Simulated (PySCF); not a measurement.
Te(OMe)(NH2) (CH5NOTe), SMILES [Te](OC)N.

The structure is a stationary point at PBE-D3(BJ)/def2-SVP. This is a generated structure with no PubChem entry under its InChIKey; it may be hypothetical. The def2 effective core potentials stand for the cores of Te; spin–orbit coupling is left out. Other conformers were not sampled.

All values below come from PBE-D3(BJ)/def2-SVP run with PySCF.

Frequencies are harmonic and unscaled.

### Question
Give all harmonic wavenumbers and intensities. (Estimate from the structure and the level; the computed values follow.)

### Answer

```tsv
mode	ν (cm⁻¹)	IR (km/mol)	moving atoms (share of kinetic energy)
1	82	0.5	N 31 %, H 29 %, C 26 %, O 10 %
2	120	1.3	H 81 %, N 13 %
3	210	18.7	O 48 %, H 30 %, N 14 %
4	263	1.6	C 38 %, H 27 %, O 21 %, Te 12 %
5	425	42.4	H 86 %
6	464	207.9	N 54 %, H 36 %
7	510	10.3	O 71 %, H 12 %, Te 8 %
8	665	32.5	H 52 %, N 40 %
9	873	3.6	H 93 %
10	1047	114.5	O 48 %, C 46 %
11	1125	1.8	H 76 %, C 19 %
12	1133	10.1	H 72 %, C 21 %
13	1393	7.2	H 93 %
14	1403	14.2	H 93 %
15	1426	21.8	H 95 %
16	1483	14.9	H 92 %, N 8 %
17	2894	97.6	H 97 %
18	2962	51.3	H 90 %, C 10 %
19	3011	22.8	H 91 %, C 9 %
20	3430	12.6	H 96 %
21	3545	26.2	H 91 %, N 9 %
```
